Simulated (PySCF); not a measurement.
## Tungsten: a sound run and one with changed settings

Sound run: W [Xe] 4f14 5d4 6s2, W⁺ [Xe] 4f14 5d4 6s1. Calculation: PySCF 2.14, in cc-pVDZ-PP with ECP60MDF; scalar relativity through the core potential. The sound run starts from symmetry-adapted Hartree-Fock orbitals and uses a fine grid where one is needed.

A second run was set up differently.

```
species  method  sound run (hartree)  changed run (hartree)  converged
      W     UHF            -66.67543              -66.51980         no
      W  M06-2X            -67.18542              -66.97254         no
      W    MN15            -67.19766              -67.03330         no
     W⁺     UHF            -66.45816              -66.44237         no
     W⁺  M06-2X            -66.88374              -66.81341         no
     W⁺    MN15            -66.90607              -66.86969         no
```

What was changed?
A. minimal basis
B. level shift left on
C. all electrons correlated in a valence basis
D. radial grid too coarse

B. It used initial guess 1e, at most 50 SCF cycles, level shift 10.0 hartree. A level shift slows the SCF but leaves a converged energy unchanged.
